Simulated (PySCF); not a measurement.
C3H5B.
Geometry (PBE0-D3(BJ)/def2-SVP, Å), atoms numbered from 1 in this order:
```
atom  x, y, z in Å
B1     1.4028   -0.3232   -0.1101
C2    -0.0192   -0.2615    0.4671
C3    -1.2278   -0.1483   -0.4830
C4    -0.9294    0.9365    0.1302
H5     1.6338    0.2104   -1.1741
H6     2.3003   -0.8921    0.4726
H7    -0.2191   -0.7520    1.4338
H8    -1.8322   -0.7404   -1.1624
H9    -1.0821    1.9826    0.3754
```

The closed-shell ground state was solved at several levels (PySCF, density fitting, gas phase, non-relativistic).

```tsv
level	basis functions	total energy (Eh)	HOMO (eV)	LUMO (eV)	gap (eV)	dipole (D)
CAM-B3LYP/def2-SVPD	120	-141.8607	-8.69	-0.22	8.47	1.53
PBE0/pcSseg-1	93	-141.8495	-7.31	-1.31	6.00	1.58
B3LYP/pcJ-1	158	-142.0672	-7.10	-1.53	5.57	1.60
```

Problem. Estimate the row for wB97X-D/pcSseg-2, a basis of 214 functions; the other rows only guide the guess.

Solution. Total energy -142.0523 Eh, HOMO -9.15 eV, LUMO 0.49 eV, gap 9.64 eV, dipole 1.52 D.

Problem. Over all these levels, which gives the widest orbital gap and which the narrowest?

Solution. wB97X-D/pcSseg-2 (range-separated hybrid) has the widest, 9.64 eV, and B3LYP/pcJ-1 (global hybrid, 20 % exact exchange) the narrowest, 5.57 eV. Functional and basis both differ between the two, so the spread mixes both effects.

Problem. How far do the dipole and the HOMO energy spread over the levels?

Solution. The dipole runs from 1.52 to 1.60 D (mean 1.56 D) and the HOMO from -9.15 to -7.10 eV.

One conformer stands for the species.

wB97X-D is run here without its empirical dispersion term; that term would change no orbital, density or response property at a fixed geometry.
